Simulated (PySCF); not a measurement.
Compound: CH₁₁GeNSi₂.
SMILES: `[SiH3]C[SiH2][NH][GeH3]`

Torsions of this conformer, `[SiH3:1][CH2:2][SiH2:3][NH:4][GeH3:5]`: Si1–C2–Si3–N4 -39°, C2–Si3–N4–Ge5 -70°.

The closed-shell ground state was solved at several levels (PySCF, density fitting, gas phase). Geometry: PBE0-D3(BJ)/def2-SVP, one conformer, isolated molecule. Relativistic effects, spin–orbit coupling among them, are left out although an element past zinc is present.

```csv
level,basis functions,HOMO (eV),LUMO (eV),gap (eV),dipole (D)
B97-2/pcSseg-1,178,-6.96,0.29,7.25,0.50
PBE0/pcSseg-1,178,-7.22,0.27,7.49,0.50
```

Problem. Estimate the row for PBE0/def2-SVPD, a basis of 214 functions; the other rows only guide the guess.

Solution. HOMO -7.22 eV, LUMO -0.07 eV, gap 7.15 eV, dipole 0.45 D.

Problem. Over all these levels, which gives the widest orbital gap and which the narrowest?

Solution. PBE0/pcSseg-1 has the widest, 7.49 eV, and PBE0/def2-SVPD the narrowest, 7.15 eV. The two share the functional. From the narrowest to the widest the HOMO moves by 0.00 eV and the LUMO by +0.34 eV.

Problem. How far do the dipole and the HOMO energy spread over the levels?

Solution. The dipole runs from 0.45 to 0.50 D (mean 0.48 D) and the HOMO from -7.22 to -6.96 eV.
